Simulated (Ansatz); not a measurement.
Steps of a relaxation of BBrH₅NOSi, SMILES `NB(Br)O[SiH3]` with RKS PBE0-D4/def2-TZVP.

```sh
$ ansatz run in.yaml --threads 4 --pin off --events-out ev --progress --plain --max-ram 10444MiB
```

```yaml
crystal:
  periodic: [false, false, false]
  atoms:
    - {symbol: N, position_ang: [-0.337787, 1.283310, 1.759462]}
    - {symbol: B, position_ang: [0.213091, 0.469814, 0.758230]}
    - {symbol: Br, position_ang: [2.152176, 0.110708, 0.808220]}
    - {symbol: O, position_ang: [-0.554309, -0.072125, -0.233036]}
    - {symbol: Si, position_ang: [-0.133856, -1.054457, -1.549418]}
    - {symbol: H, position_ang: [0.212521, 1.707649, 2.502549]}
    - {symbol: H, position_ang: [-1.331837, 1.513155, 1.769576]}
    - {symbol: H, position_ang: [-1.420115, -1.314040, -2.275429]}
    - {symbol: H, position_ang: [0.827492, -0.341944, -2.456296]}
    - {symbol: H, position_ang: [0.455624, -2.353169, -1.080858]}
basis:
  gaussian: {orbitals: def2-TZVP}
hamiltonian: {xc: pbe0, dispersion: d4}
relax: {f_tol: 0.005, max_steps: 150}
```

Positions (Å) and forces (eV/Å) along the path, 8 of 8 steps:

```xyz
10
step=1 energy=-82209.3098 eV
N    -0.338    1.283    1.759   -0.085    0.124    0.086
B     0.213    0.470    0.758   -0.306    0.011   -0.058
Br    2.152    0.111    0.808   -0.254    0.051   -0.002
O    -0.554   -0.072   -0.233    0.601   -0.351   -0.357
Si   -0.134   -1.054   -1.549   -0.194    0.371    0.481
H     0.213    1.708    2.503   -0.335   -0.291   -0.489
H    -1.332    1.513    1.770    0.639   -0.162   -0.009
H    -1.420   -1.314   -2.275    0.274    0.074    0.181
H     0.827   -0.342   -2.456   -0.213   -0.144    0.238
H     0.456   -2.353   -1.081   -0.127    0.318   -0.071
10
step=2 energy=-82209.3515 eV
N    -0.335    1.275    1.741   -0.032    0.028    0.015
B     0.211    0.465    0.747   -0.137    0.006   -0.031
Br    2.139    0.108    0.799   -0.044    0.010    0.000
O    -0.552   -0.073   -0.238    0.298   -0.264   -0.301
Si   -0.134   -1.048   -1.540   -0.158    0.315    0.409
H     0.210    1.689    2.479   -0.070   -0.074   -0.117
H    -1.320    1.496    1.758    0.155   -0.042   -0.006
H    -1.411   -1.300   -2.255    0.075    0.001    0.023
H     0.823   -0.337   -2.427   -0.052   -0.043    0.039
H     0.453   -2.326   -1.062   -0.035    0.063   -0.029
10
step=3 energy=-82209.3597 eV
N    -0.335    1.271    1.733   -0.003   -0.002   -0.009
B     0.212    0.464    0.742   -0.022    0.026    0.042
Br    2.138    0.109    0.797    0.005    0.002    0.000
O    -0.545   -0.074   -0.241    0.077   -0.064   -0.078
Si   -0.137   -1.039   -1.529   -0.064    0.056    0.063
H     0.207    1.680    2.470    0.017    0.003    0.011
H    -1.317    1.487    1.750   -0.019    0.002    0.000
H    -1.405   -1.296   -2.248   -0.010   -0.007   -0.015
H     0.818   -0.336   -2.417    0.011   -0.001   -0.013
H     0.446   -2.316   -1.054    0.008   -0.015   -0.001
10
step=4 energy=-82209.3585 eV rejected
N    -0.335    1.272    1.731   -0.010   -0.037    0.041
B     0.212    0.448    0.755    0.060    0.163   -0.071
Br    2.144    0.119    0.805   -0.008   -0.044    0.022
O    -0.537   -0.081   -0.237    0.024   -0.114   -0.046
Si   -0.139   -1.040   -1.531   -0.034    0.048    0.058
H     0.204    1.682    2.470    0.016    0.006    0.015
H    -1.315    1.494    1.739   -0.048    0.004    0.011
H    -1.411   -1.293   -2.245   -0.010   -0.006   -0.013
H     0.814   -0.334   -2.420    0.005   -0.001   -0.015
H     0.446   -2.319   -1.065    0.006   -0.019   -0.003
10
step=5 energy=-82209.3604 eV
N    -0.336    1.272    1.733   -0.003   -0.004   -0.007
B     0.216    0.465    0.744   -0.014    0.015    0.019
Br    2.142    0.116    0.804   -0.001    0.002    0.001
O    -0.537   -0.075   -0.242    0.054   -0.036   -0.041
Si   -0.138   -1.040   -1.530   -0.041    0.032    0.036
H     0.204    1.681    2.472    0.010    0.005    0.010
H    -1.319    1.485    1.749   -0.011    0.001    0.001
H    -1.409   -1.293   -2.246   -0.007   -0.004   -0.009
H     0.817   -0.341   -2.422    0.008   -0.001   -0.009
H     0.442   -2.320   -1.059    0.005   -0.010   -0.001
10
step=6 energy=-82209.3611 eV
N    -0.339    1.271    1.734   -0.007    0.012    0.015
B     0.224    0.468    0.748    0.000    0.004    0.006
Br    2.152    0.131    0.819    0.005    0.000    0.000
O    -0.517   -0.075   -0.244   -0.002   -0.003   -0.006
Si   -0.141   -1.042   -1.533    0.001    0.000    0.001
H     0.196    1.683    2.477    0.008   -0.005   -0.004
H    -1.322    1.479    1.747   -0.002   -0.007   -0.011
H    -1.419   -1.285   -2.241    0.000    0.001    0.001
H     0.815   -0.353   -2.434   -0.001   -0.001   -0.002
H     0.434   -2.327   -1.068   -0.001   -0.001   -0.001
10
step=7 energy=-82209.3611 eV
N    -0.339    1.271    1.735    0.007   -0.024   -0.032
B     0.227    0.470    0.748   -0.013    0.018    0.021
Br    2.155    0.136    0.821    0.003   -0.002   -0.002
O    -0.513   -0.074   -0.244    0.003    0.000    0.000
Si   -0.141   -1.042   -1.534   -0.005    0.000   -0.001
H     0.194    1.682    2.478    0.003    0.006    0.010
H    -1.324    1.475    1.745   -0.002    0.002    0.003
H    -1.421   -1.282   -2.240    0.001    0.000    0.001
H     0.815   -0.357   -2.437    0.002    0.000    0.000
H     0.430   -2.329   -1.069    0.001    0.000    0.000
10
step=8 energy=-82209.3612 eV
N    -0.339    1.270    1.735    0.002    0.001    0.002
B     0.227    0.470    0.748   -0.002    0.000   -0.001
Br    2.156    0.137    0.820    0.001    0.000    0.000
O    -0.513   -0.073   -0.245    0.000   -0.001   -0.002
Si   -0.141   -1.042   -1.534    0.000    0.001    0.001
H     0.193    1.682    2.478   -0.001    0.001    0.000
H    -1.324    1.474    1.745    0.000    0.000    0.000
H    -1.421   -1.282   -2.240    0.000    0.000    0.000
H     0.816   -0.358   -2.437    0.000    0.000    0.000
H     0.429   -2.329   -1.068    0.000    0.000    0.000
```

It took 43 s on 4 threads of an Arm Neoverse V1 on a shared host, with 0.63 GiB of host memory at the peak.
